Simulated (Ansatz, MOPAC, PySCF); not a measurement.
Species: NaOH (charge 0, singlet). SMILES: [OH][Na]
Coordinates optimised at B3LYP-D3(BJ)/def2-TZVP (Ansatz, a first-principles code):
```xyz
3

Na     0.0000     0.0000    -0.9172
O      0.0000     0.0000     1.0150
H      0.0000     0.0000     1.9692
```
Charge 0, spin multiplicity 1.

Unscaled harmonic wavenumbers (cm⁻¹) in rising order, each level at the stationary point that it reaches from this structure (no distance between atoms moves by over 0.3 Å); the order of modes can differ between levels, and a negative number is imaginary. B3LYP-D3(BJ)/def2-TZVP (PySCF, at the structure above): 145, 145, 579, 3931.

AM1 (MOPAC): -641, -641, 626, 3779. Zero-point energy 6.3 against 6.9 kcal/mol; where all levels lie over 400 cm⁻¹, the wavenumbers are on average 1.021 times those of B3LYP-D3(BJ)/def2-TZVP. This level finds the structure a saddle point. The zero-point energy leaves imaginary modes out.

B3LYP/6-31G* (Ansatz): -199, -199, 605, 3860. Zero-point energy 6.4 against 6.9 kcal/mol; where all levels lie over 400 cm⁻¹, the wavenumbers are on average 1.014 times those of B3LYP-D3(BJ)/def2-TZVP. This level finds the structure a saddle point. The zero-point energy leaves imaginary modes out.
